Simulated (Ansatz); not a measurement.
Coupled-cluster diagnostics for Y3O3⁺ (the lowest singlet isomer of a short search), Ansatz.

Geometry of the singlet (r2SCAN-D4/def2-SVP):

Cartesian coordinates in Å:
```
Y -0.2517 -0.1428 1.4871
Y 0.1172 -1.5189 -1.3430
Y 0.0016 1.7384 -1.0499
O 0.5701 1.6103 0.8559
O -1.1253 0.0056 -0.5088
O 0.6882 -1.6927 0.5586
```

In the def2 sets Y takes a core potential; there is no spin–orbit coupling. Correlated methods freeze 3 core orbitals; core or outer-core shells of Y are correlated, in sets that lack core-valence functions. No other spin state of charge 1 was run. The structure comes from a short search, and lower isomers may exist.

Problem. Estimate the CCSD(T) correlation energy, the shares of MP2 and (T), T1 and the reference's ⟨S²⟩ for: charge 1, singlet, own geometry in def2-SVP; and the rough time on 4 threads of Arm Neoverse V1 on a shared host.

Solution. 
| state | basis | correlation (eV) | MP2 share (%) | (T) share (%) | T1 | ⟨S²⟩ (pure) | wall time | remarks |
| --- | --- | --- | --- | --- | --- | --- | --- | --- |
| charge 1, singlet, own geometry | def2-SVP | -31.367 | 97.0 | 4.2 | 0.027 | 0.00 (0.00) | 49 s | restricted SCF unstable |
Customary marks for T1 are 0.02 (closed shells), 0.045 (open shells) and about 0.05 (3d metals). T1 exceeds 0.02 in 1 of 1 rows and 0.045 in 0; the higher it lies, the less the single-reference result can be trusted.
